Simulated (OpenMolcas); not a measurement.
# Potential curves of GeC: spin-free states

Computed with OpenMolcas 26.06: state-averaged CASSCF(8,8) over Ge 4s 4p, C 2s 2p, XMS-CASPT2 (IPEA 0.25, imaginary shift 0.2 hartree), scalar X2C, ANO-RCC-VTZP, then RASSI spin–orbit state interaction with atomic mean-field integrals. C2 symmetry about the axis (a holds Σ, Δ, Γ; b holds Π, Φ, H; Σ⁺ and Σ⁻ are not told apart); roots by multiplicity and irrep: 3b 6, 3a 4, 1a 5, 1b 2, 5b 2.

XMS-CASPT2 energies in eV from the lowest point. Curves are followed by energy order within each symmetry, so they are adiabatic and may change character at avoided crossings; Σ⁺ and Σ⁻ are counted together.

| R (Å) | (1)3Π | (1)3Σ | (1)1Σ | (1)1Π | (1)1Δ | (2)1Σ | (1)5Π |
| --- | --- | --- | --- | --- | --- | --- | --- |
| 1.552 | 1.363 | 2.573 | 1.344 | 2.302 | 3.388 | 3.898 | 4.969 |
| 1.643 | 0.507 | 1.412 | 0.751 | 1.434 | 2.177 | 2.671 | 3.563 |
| 1.724 | 0.125 | 0.811 | 0.528 | 1.043 | 1.573 | 2.049 | 2.743 |
| 1.805 | 0.000 | 0.564 | 0.560 | 0.904 | 1.211 | 1.697 | 2.217 |
| 1.895 | 0.058 | 0.481 | 0.733 | 0.947 | 1.050 | 1.555 | 1.873 |
| 1.986 | 0.251 | 0.543 | 0.965 | 1.122 | 1.056 | 1.608 | 1.727 |
| 2.112 | 0.637 | 0.801 | 1.304 | 1.485 | 1.240 | 1.900 | 1.715 |
| 2.274 | 1.220 | 1.291 | 1.735 | 2.021 | 1.622 | 2.407 | 1.898 |
| 2.527 | 2.111 | 2.084 | 2.385 | 2.785 | 2.290 | 2.914 | 2.364 |
| 2.888 | 3.097 | 3.039 | 3.114 | 3.507 | 3.071 | 3.296 | 3.024 |
| 3.429 | 3.649 | 3.760 | 3.635 | 3.724 | 3.646 | 3.683 | 3.603 |

Q: With masses 73.921 and 12.000 u, fit the curves (1)3Π, (1)1Π, (1)1Δ, (2)1Σ, (1)5Π near their minima.

A: At XMS-CASPT2, Te from the lowest curve (the fit fixes ωe to a per cent or two; the method's Re and ωe can be off by some per cent):

```json
{"curve": "(1)3Π", "Te (cm⁻¹)": "0", "Re (Å)": "1.819", "ωe (cm⁻¹)": "798.0"}
{"curve": "(1)1Π", "Te (cm⁻¹)": "7270", "Re (Å)": "1.826", "ωe (cm⁻¹)": "778.1"}
{"curve": "(1)1Δ", "Te (cm⁻¹)": "8370", "Re (Å)": "1.933", "ωe (cm⁻¹)": "677.1"}
{"curve": "(2)1Σ", "Te (cm⁻¹)": "12540", "Re (Å)": "1.911", "ωe (cm⁻¹)": "776.2"}
{"curve": "(1)5Π", "Te (cm⁻¹)": "13720", "Re (Å)": "2.052", "ωe (cm⁻¹)": "541.7"}
```

The 7 lowest clean curves are shown; the next is (2)3Π, from 2.74 eV. Left out for impure symmetry, kinks or missing points, though low: (2)3Σ, (3)1Σ. Only roots inside an energy window near the equilibrium distance were included, so the list of states is not complete; labels number the states computed. Each spin and symmetry block has orbitals of its own, averaged over its own roots, so gaps between blocks are less sure than gaps within one and near the minimum can be off by tenths of an eV, in bad cases by more. No Rydberg orbitals are active, so Rydberg states, and σ→σ* states whose orbital the CASSCF left unused, can be missing between those listed. CASPT2 splits the two components of degenerate states numerically, here by up to 131 cm⁻¹. At stretched bonds a block can hold a wrong CASSCF solution and miss its lowest state; points past a visible jump are left out. No roots were computed in block 5a (none fell in the window or the block failed), so states of that kind are missing and can lie low or lowest. Points that failed a check (symmetry, reference weights, a jump) are left out.
